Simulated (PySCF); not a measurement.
Compound: C5H12GeOSi.
Numbering: `[CH3:1][CH:2]([CH3:3])[O:4][SiH2:5][C:6]#[C:7][GeH3:8]` (hydrogens: H9, H10, H11 on C1; H12 on C2; H13, H14, H15 on C3; H16, H17 on Si5; H18, H19, H20 on Ge8)

The calculation used PBE0-D3(BJ)/def2-SVP geometry optimisation, gas phase in PySCF.

Problem. Give the optimised bond lengths and angles.

Solution. 
```tsv
bond	length (Å)	order
C1–C2, C2–C3	1.516	single
C2–O4	1.423	single
O4–Si5	1.657	single
Si5–C6	1.840	single
C6≡C7	1.225	triple
C7–Ge8	1.903	single
C1–H9 and 5 like bonds	1.100	single
C2–H12	1.109	single
Si5–H16	1.485	single
Si5–H17	1.494	single
Ge8–H18, Ge8–H19, Ge8–H20	1.535	single
```

Bonds in one row agree within 0.01 Å and their mean is given. Orders are formal, as drawn. A selection of angles:
```tsv
angle	degrees
C1–C2–C3	113.1
C1–C2–O4	109.2
C3–C2–O4	108.0
C2–O4–Si5	123.9
O4–Si5–C6	110.2
Si5–C6–C7	178.9
C6–C7–Ge8	179.8
```

Dihedral angles: C1–C2–O4–Si5 -104° (anticlinal); C2–O4–Si5–C6 -58° (synclinal). The mirror-image conformer, all signs reversed, is as good.

The C–C distances run from 1.225 Å (C6≡C7, drawn triple) to 1.517 Å (C1–C2, drawn single), a spread of 0.292 Å. Ge8 (germanium bonded to C and 3 H) is tetrahedral (angles from 108.5° to 110.3°). O4 (silyl ether oxygen) is bent (angle 123.9°). Si5 (oxygen-bound silicon) is tetrahedral (angles from 106.7° to 111.9°). Of the pairs four or more bonds apart, C6···H12 is among the closest relative to their van der Waals radii: 2.95 Å, 102 % of the sum of Bondi's values.

Point group: C1 (no symmetry element, even within 0.4 Å). No frequency check. One conformer, not necessarily the lowest.
